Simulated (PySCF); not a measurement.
CH5ClO2Si: core ionisation energies

CH5ClO2Si.
Bonds: O1–Si2, Si2–O3, Si2–C4, C4–Cl5. Hydrogens: H6 on O1; H7 on Si2; H8 on O3; H9, H10 on C4.

Level of theory: delta-SCF UKS SCAN, pcX-2 on the ionised atom, pcseg-1 elsewhere, spin-free X2C (PySCF 2.14.0). Vertical ΔSCF values, vacuum level as zero.

Question: Give the core binding energies atom by atom.

Answer: 
| atom(s) | environment | level | binding energy (eV) | 2p1/2 (eV) | count |
| --- | --- | --- | --- | --- | --- |
| Si2 | oxygen-bound silicon | Si 2p3/2 | 107.99 | 108.62 | 1 |
| Cl5 | alkyl chlorine | Cl 2p3/2 | 206.32 | 207.97 | 1 |
| C4 | sp3 C–Cl carbon | C 1s | 291.98 | – | 1 |
| O1/O3 | silanol oxygen | O 1s | 538.98 | – | 2 |
| Si2 | oxygen-bound silicon | Si 1s | 1848.06 | – | 1 |
| Cl5 | alkyl chlorine | Cl 1s | 2828.93 | – | 1 |

Question: Which photon energy gives electrons from C 1s of C4 a kinetic energy of 200 eV, and what is their de Broglie wavelength?

Answer: hν = 291.98 + 200 = 491.98 eV, recoil neglected; λ = 12.264 Å/√(E/eV) = 0.87 Å.

Question: What is the longest wavelength that can ionise C 1s of C4 vertically?

Answer: λ = hc/E = 12398.42 eV Å / 291.98 eV = 42.463 Å.

One atom of each set of topologically equivalent atoms was ionised and stands for the set; in this conformer not all members are related by symmetry, and their own values weren't computed. The 2p values add to the ΔSCF energy of one spin-free hole a correction within the shell (spin–orbit coupling, ligand field). 2p1/2 minus 2p3/2 (ligand field included): Si 0.63 eV, Cl 1.65 eV. Isolated species at its PBE0-D3(BJ)/def2-SVP geometry (one conformer only).

Hardware: one thread of an Arm Neoverse V1, shared host. Cost: 30 s.

The values belong to the conformer `[OH:1][SiH:2]([OH:3])[CH2:4][Cl:5]`: O1–Si2–C4–Cl5 -171°, H–O1–Si2–O3 64°, H–O3–Si2–O1 157°.
